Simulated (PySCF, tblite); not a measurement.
Isomers of C3H5PSSi, one GFN2-xTB conformer each. Single-point energies are computed at PBE0/pcSseg-1 (PySCF, gas phase, no added dispersion term), electronic only.

```json
{"SMILES": "[SiH3]c1cscp1", "GFN2-xTB relative energy (kcal/mol)": "0.0"}
{"SMILES": "[SiH3]c1pccs1", "GFN2-xTB relative energy (kcal/mol)": "0.4"}
```

**Question.** What does PBE0/pcSseg-1 give for the same structures?

**Answer.** 
```tsv
SMILES	PBE0/pcSseg-1 E (Eh)	PBE0/pcSseg-1 (kcal/mol)	GFN2-xTB (kcal/mol)	point group
[SiH3]c1pccs1	-1145.75830	0.0	0.4	near Cs
[SiH3]c1cscp1	-1145.75584	1.5	0.0	Cs
```

GFN2-xTB puts [SiH3]c1cscp1 lowest instead. Neighbours under 2.5 kcal/mol apart ([SiH3]c1pccs1 and [SiH3]c1cscp1) can change places with a better method, another conformer or zero-point energy.

**Question.** Which frontier levels, dipoles and rotational constants go with these structures?

**Answer.** 
| SMILES | HOMO (eV, PBE0/pcSseg-1) | LUMO (eV) | dipole (D) | A, B, C (MHz) |
| --- | --- | --- | --- | --- |
| [SiH3]c1pccs1 | -7.09 | -1.65 | 1.26 | 3264, 1642, 1106 |
| [SiH3]c1cscp1 | -7.10 | -1.45 | 1.25 | 3793, 1365, 1016 |

**Question.** What happens when harmonic zero-point energies from GFN2-xTB frequencies are added?

**Answer.** 
```csv
SMILES,ZPE (kcal/mol),electronic (kcal/mol),with ZPE (kcal/mol)
[SiH3]c1pccs1,39.8,0.0,0.0
[SiH3]c1cscp1,39.8,1.5,1.5
```

The zero-point energies span 0.0 kcal/mol. The order is unchanged.

**Question.** As an exercise, what shares would exp(−E/RT) give at 2000 K from these electronic energies alone (no entropy, no degeneracies)?

**Answer.** RT = 3.974 kcal/mol: [SiH3]c1pccs1 59.6 %, [SiH3]c1cscp1 40.4 %.
